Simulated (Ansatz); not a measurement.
Mulliken charges of AsBGaH6N (`B[As](N)[GaH2]`) from PBE/def2-TZVPP in Ansatz (PBE0-D4/def2-TZVP geometry).

| atom | x (Å) | y (Å) | z (Å) | charge (e) |
| --- | --- | --- | --- | --- |
| B1 | -1.300 | 0.333 | -0.821 | -0.230 |
| As2 | 0.374 | -0.650 | -0.737 | 0.143 |
| N3 | 0.236 | -1.773 | 0.736 | -0.379 |
| Ga4 | 1.185 | 1.434 | 0.189 | 0.153 |
| H5 | -1.351 | 1.242 | -1.597 | 0.052 |
| H6 | -2.256 | 0.024 | -0.173 | 0.017 |
| H7 | 0.797 | -2.605 | 0.607 | 0.146 |
| H8 | -0.722 | -2.050 | 0.913 | 0.152 |
| H9 | 1.599 | 1.437 | 1.697 | -0.024 |
| H10 | 1.438 | 2.608 | -0.814 | -0.029 |

By hand: the dipole of these point charges (1 e Å = 4.8032 D).

Σ q r = (0.262, -0.015, -0.042) e Å, of length 0.266 e Å = 1.28 D.

How does the dipole of the full density compare? (Estimate.)

Ansatz gave: (0.072, -0.290, 0.049) e Å, 1.45 D; the point charges give 0.88 times that, at 75° from its direction.

Point charges leave out the atoms' own dipoles, such as those of lone pairs, and Mulliken's split depends on the basis, so the two needn't agree.
